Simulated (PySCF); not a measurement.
CH5BO, singlet, geometry from GFN2-xTB. Base run: B3LYP/6-31+G* (PySCF).

Input for PySCF:
```python
from pyscf import gto, scf, dft, solvent

mol = gto.Mole()
mol.atom = '''
    B    -0.28443894    0.10769582    1.26731987
    H    -1.17534266    0.52267095    1.90446246
    H     0.67680843   -0.36767860    1.76565683
    O    -0.42816914    0.20753900   -0.04143276
    C     0.51463665   -0.22526134   -0.98819076
    H     1.39750010   -0.66227786   -0.51306773
    H     0.04446469   -0.96986574   -1.63516309
    H     0.81629735    0.62992815   -1.59788115
'''
mol.basis = '6-31+g*'
mol.verbose = 4
mol.build()

mf = dft.RKS(mol)
mf.xc = 'b3lyp'
mf.kernel()
```

Each row names what was changed in the base input (with any setting that the change needs).

```csv
change,ΔE vs base (kcal/mol),dipole (D),HOMO-LUMO gap (eV)
base,0.000,1.82,7.72
model = IEF-PCM; solvent = methanol,-2.09,2.22,7.77
model = ddCOSMO; solvent = 2-propanol,-1.61,2.15,7.78
model = IEF-PCM; solvent = 2-propanol,-2.02,2.20,7.77
model = IEF-PCM; solvent = 2-propanol; r_probe = 0.5,-0.91,2.05,7.74
model = IEF-PCM; solvent = 2-propanol; vdw_scale = 1.1,[?],[?],[?]
model = IEF-PCM; solvent = 2-propanol; lebedev_order = 41,-2.03,2.20,7.77
model = IEF-PCM; solvent = toluene,[?],[?],7.74
model = IEF-PCM; solvent = 2-propanol; lebedev_order = 11,[?],[?],[?]
model = IEF-PCM; solvent = 2-propanol; vdw_scale = 1.0,-3.64,2.33,7.80
model = IEF-PCM; solvent = acetonitrile,-2.10,2.22,7.77
model = COSMO; solvent = 2-propanol,-2.01,2.20,7.77
```

Q: Complete the blanks.

A: 
- model = IEF-PCM; solvent = 2-propanol; vdw_scale = 1.1, ΔE vs base (kcal/mol): -2.68
- model = IEF-PCM; solvent = 2-propanol; vdw_scale = 1.1, dipole (D): 2.26
- model = IEF-PCM; solvent = 2-propanol; vdw_scale = 1.1, HOMO-LUMO gap (eV): 7.79
- model = IEF-PCM; solvent = toluene, ΔE vs base (kcal/mol): -1.00
- model = IEF-PCM; solvent = toluene, dipole (D): 2.01
- model = IEF-PCM; solvent = 2-propanol; lebedev_order = 11, ΔE vs base (kcal/mol): -1.94
- model = IEF-PCM; solvent = 2-propanol; lebedev_order = 11, dipole (D): 2.19
- model = IEF-PCM; solvent = 2-propanol; lebedev_order = 11, HOMO-LUMO gap (eV): 7.76

The base is the gas phase, so ΔE is the electrostatic part of solvation at a fixed geometry, without cavity and dispersion terms.
